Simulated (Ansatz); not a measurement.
Start from `C[O][In]([CH3])[SH]` and change one atom or group to get `[CH3][In]([SH])[Br]`.

Ansatz, PBE0-D4/def2-TZVP geometries, multiplicity 1. Each molecule was computed in one conformer, which needn't be the lowest.

Elements past krypton have def2 core potentials. Scalar relativity is left out up to krypton.

| property | `C[O][In]([CH3])[SH]` |
| --- | --- |
| HOMO energy (ωB97M-V/def2-TZVPP) / eV | -9.42 |
| HOMO energy (PBE/def2-TZVPP) / eV | -5.75 |
| size of the dipole moment (ωB97M-V/def2-TZVPP) / D | 2.65 |
| LUMO energy (PBE/def2-TZVPP) / eV | -1.77 |
| LUMO energy (B3LYP/def2-TZVPP) / eV | -1.22 |
| HOMO–LUMO gap (B3LYP/def2-TZVPP) / eV | 5.68 |

**Question.** What does the change do to each property? (Estimate.)

**Answer.** Ansatz gave: 
```tsv
property	`[CH3][In]([SH])[Br]`	shift
HOMO energy (ωB97M-V/def2-TZVPP) / eV	-9.82	-0.40
HOMO energy (PBE/def2-TZVPP) / eV	-6.42	-0.67
size of the dipole moment (ωB97M-V/def2-TZVPP) / D	2.52	-0.13
LUMO energy (PBE/def2-TZVPP) / eV	-2.19	-0.42
LUMO energy (B3LYP/def2-TZVPP) / eV	-1.64	-0.42
HOMO–LUMO gap (B3LYP/def2-TZVPP) / eV	5.73	0.05
```

Dipoles are sizes alone; their direction can turn.

B3LYP here is the variant with VWN-RPA as its local correlation; programs differ in this.

Spin–orbit coupling is left out; it splits and shifts lone-pair levels of the heavy atoms by tenths of an eV.
